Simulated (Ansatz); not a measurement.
Ansatz (a first-principles code) input:

Ansatz 0.2 input:
```yaml
crystal:
  periodic: [false, false, false]
  atoms:
    - {symbol: Sn, position_ang: [-0.01876508, 0.00590303, 0.48822962]}
    - {symbol: Cl, position_ang: [1.34296491, 1.56781976, -0.68648957]}
    - {symbol: Cl, position_ang: [-1.28777351, -1.58518162, -0.74947989]}
basis:
  gaussian:
    orbitals: def2-TZVP
hamiltonian:
  xc: b3lyp
  dispersion: d3bj
magnetization: {spin_polarized: true, initial_magnetization: 2}
phonons: {temperatures: {t_min: 298.15, t_max: 298.15, t_step: 100}}
```

Question: What final total energy does it print?

Answer: -1134.85281 Eh (B3LYP-D3(BJ)/def2-TZVP). The basis has 124 functions.

This is an excited triplet: at this geometry the singlet lies 2.51 eV lower at RI-MP2/CBS(def2-TZVPPD,def2-QZVPPD)+[CCSD(T)-MP2]/def2-TZVPPD.
